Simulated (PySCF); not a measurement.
Stepwise substitution at one centre (Si NH2-OCH3). All species are isolated molecules in the gas phase. One relaxed conformer stands for each flexible species; it need not be the lowest. Strings in code marks are SMILES.

Level of theory: PBE-D3(BJ)/def2-TZVP // r2SCAN-D4/def2-SVP run with PySCF. All candidates: neutral, multiplicity 1. Excitations are Tamm–Dancoff values on a coarser integration grid. The basis has no diffuse functions, so Rydberg states are missing or too high.

```
Property               Result
-------------------  --------
T1 excitation (TDA)   6.54 eV
HOMO                 -6.48 eV
S1 excitation (TDA)   6.69 eV
```

Problem. Which member has these values?
A) `CO[Si](N)(N)OC`
B) `N[Si](N)(N)N`
C) `CO[Si](OC)(OC)OC`
D) `CO[Si](N)(N)N`

Solution. C, `CO[Si](OC)(OC)OC`. The others give `CO[Si](N)(N)OC`: 5.72 eV, -5.88 eV, 5.93 eV; `N[Si](N)(N)N`: 5.16 eV, -5.29 eV, 5.31 eV; `CO[Si](N)(N)N`: 5.24 eV, -5.37 eV, 5.44 eV
